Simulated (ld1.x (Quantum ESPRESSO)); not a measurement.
## Plane-wave convergence, TM potential for Cr (Z = 24)

chromium (Cr), norm-conserving Troullier–Martins (Kleinman–Bylander form), made with ld1.x (Quantum ESPRESSO) 7.5 (LDA (PZ), scalar-relativistic). Core [Ne], reference 3s2 3p6 3d4.5 4s0 4p0 (charge +1.5). Waves: 3p (bound): rc 1.35 bohr; 3d (bound): rc 2.05 bohr; 3s (bound): rc 1.05 bohr. Local part: the s channel. Core correction: none.

The pseudo-atom Hamiltonian at the reference potential is diagonalised in spherical Bessel functions j_l(qr) that vanish at 20 bohr, with q² up to the cutoff. All-electron valence levels (Ry): 3p -4.3339, 4p -0.7012, 3d -1.1898, 3s -6.4099, 4s -1.0474.

Task: How do the lowest levels (Ry) of each channel move with the cutoff, and are there ghosts?

Result:

```json
{"cutoff (Ry)": "8", "p #1": "-2.4642", "p #2": "-0.5155", "p #3": "-0.2154", "d #1": "-0.4520", "s #1": "-5.8485", "s #2": "-0.9739", "s #3": "-0.3350", "f #1": "-0.1501", "f #2": "-0.0513", "Σ f·Δε (mRy)": "15661.6"}
{"cutoff (Ry)": "15", "p #1": "-3.5494", "p #2": "-0.6220", "p #3": "-0.2429", "d #1": "-0.5267", "s #1": "-5.9864", "s #2": "-1.0189", "s #3": "-0.3467", "f #1": "-0.1501", "f #2": "-0.0515", "Σ f·Δε (mRy)": "8538.3"}
{"cutoff (Ry)": "21", "p #1": "-3.9481", "p #2": "-0.6601", "p #3": "-0.2523", "d #1": "-0.6672", "s #1": "-6.0241", "s #2": "-1.0203", "s #3": "-0.3471", "f #1": "-0.1501", "f #2": "-0.0515", "Σ f·Δε (mRy)": "5438.8"}
{"cutoff (Ry)": "30", "p #1": "-4.2399", "p #2": "-0.6908", "p #3": "-0.2599", "d #1": "-0.9151", "s #1": "-6.1518", "s #2": "-1.0294", "s #3": "-0.3490", "f #1": "-0.1501", "f #2": "-0.0515", "Σ f·Δε (mRy)": "2316.8"}
{"cutoff (Ry)": "45", "p #1": "-4.3282", "p #2": "-0.7026", "p #3": "-0.2628", "d #1": "-1.1626", "s #1": "-6.3412", "s #2": "-1.0492", "s #3": "-0.3534", "f #1": "-0.1501", "f #2": "-0.0515", "Σ f·Δε (mRy)": "294.4"}
{"cutoff (Ry)": "60", "p #1": "-4.3334", "p #2": "-0.7038", "p #3": "-0.2631", "d #1": "-1.1889", "s #1": "-6.3906", "s #2": "-1.0565", "s #3": "-0.3551", "f #1": "-0.1501", "f #2": "-0.0515", "Σ f·Δε (mRy)": "45.8"}
{"cutoff (Ry)": "80", "p #1": "-4.3336", "p #2": "-0.7039", "p #3": "-0.2632", "d #1": "-1.1896", "s #1": "-6.3934", "s #2": "-1.0573", "s #3": "-0.3553", "f #1": "-0.1501", "f #2": "-0.0515", "Σ f·Δε (mRy)": "36.2"}
{"cutoff (Ry)": "100", "p #1": "-4.3338", "p #2": "-0.7039", "p #3": "-0.2632", "d #1": "-1.1897", "s #1": "-6.3987", "s #2": "-1.0575", "s #3": "-0.3554", "f #1": "-0.1501", "f #2": "-0.0515", "Σ f·Δε (mRy)": "23.6"}
{"cutoff (Ry)": "140", "p #1": "-4.3339", "p #2": "-0.7040", "p #3": "-0.2632", "d #1": "-1.1899", "s #1": "-6.4088", "s #2": "-1.0584", "s #3": "-0.3556", "f #1": "-0.1501", "f #2": "-0.0515", "Σ f·Δε (mRy)": "2.4"}
{"cutoff (Ry)": "200", "p #1": "-4.3339", "p #2": "-0.7040", "p #3": "-0.2632", "d #1": "-1.1899", "s #1": "-6.4095", "s #2": "-1.0586", "s #3": "-0.3556", "f #1": "-0.1501", "f #2": "-0.0515", "Σ f·Δε (mRy)": "0.9"}
{"cutoff (Ry)": "260", "p #1": "-4.3339", "p #2": "-0.7040", "p #3": "-0.2632", "d #1": "-1.1899", "s #1": "-6.4100", "s #2": "-1.0586", "s #3": "-0.3556", "f #1": "-0.1501", "f #2": "-0.0515", "Σ f·Δε (mRy)": "0.1"}
{"cutoff (Ry)": "400", "p #1": "-4.3339", "p #2": "-0.7040", "p #3": "-0.2632", "d #1": "-1.1899", "s #1": "-6.4100", "s #2": "-1.0586", "s #3": "-0.3556", "f #1": "-0.1501", "f #2": "-0.0515", "Σ f·Δε (mRy)": "0.0"}
```

Result: no extra level below or beside the all-electron valence levels (p, d, s, f tested); 10 mRy is reached at 120 Ry and 1 mRy at 200 Ry.

1 of 9 tests not solved or not reliable.
